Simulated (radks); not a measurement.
The nuclear charge of the cadmium ion Cd+ is varied continuously with 47 electrons held in [Kr] 4d10 5s1. Calculated with a radial shooting solver on a logarithmic mesh with Libxc functionals: Dirac Kohn-Sham, PBEsol, spin-unpolarised, spherical densities, point nucleus. By the Hellmann-Feynman theorem dE/dZ = E(electron-nucleus)/Z, the electronic potential at the nucleus.

Z	E (hartree)	E(electron-nucleus)/Z (hartree)	HOMO	e(HOMO) (eV)	<r> HOMO (bohr)
47	-5314.70810	-274.298	5s1/2	-4.422	3.134
47.1	-5342.17872	-275.115	5s1/2	-5.186	3.067
47.2	-5369.73105	-275.932	5s1/2	-5.974	3.005
47.3	-5397.36506	-276.748	5s1/2	-6.786	2.948
47.4	-5425.08072	-277.565	5s1/2	-7.621	2.894
47.5	-5452.87802	-278.381	5s1/2	-8.478	2.844
47.6	-5480.75694	-279.197	5s1/2	-9.357	2.797
47.7	-5508.71746	-280.013	5s1/2	-10.257	2.753
47.8	-5536.75959	-280.829	5s1/2	-11.177	2.711
47.9	-5564.88331	-281.645	5s1/2	-12.117	2.671
48	-5593.08863	-282.461	5s1/2	-13.077	2.633
48.1	-5621.37553	-283.277	5s1/2	-14.056	2.597
48.2	-5649.74403	-284.093	5s1/2	-15.054	2.562
48.3	-5678.19413	-284.909	5s1/2	-16.070	2.529
48.4	-5706.72583	-285.725	5s1/2	-17.105	2.497
48.5	-5735.33915	-286.541	5s1/2	-18.157	2.467
48.6	-5764.03409	-287.358	5s1/2	-19.227	2.437
48.7	-5792.81066	-288.174	5s1/2	-20.315	2.409
48.8	-5821.66888	-288.990	5s1/2	-21.420	2.381
48.9	-5850.60876	-289.807	5s1/2	-22.542	2.355
49	-5879.63032	-290.624	5s1/2	-23.680	2.330

The central difference of E at Z = 48 is -282.461 hartree, to compare with the third column; the second derivative is -8.16 hartree.
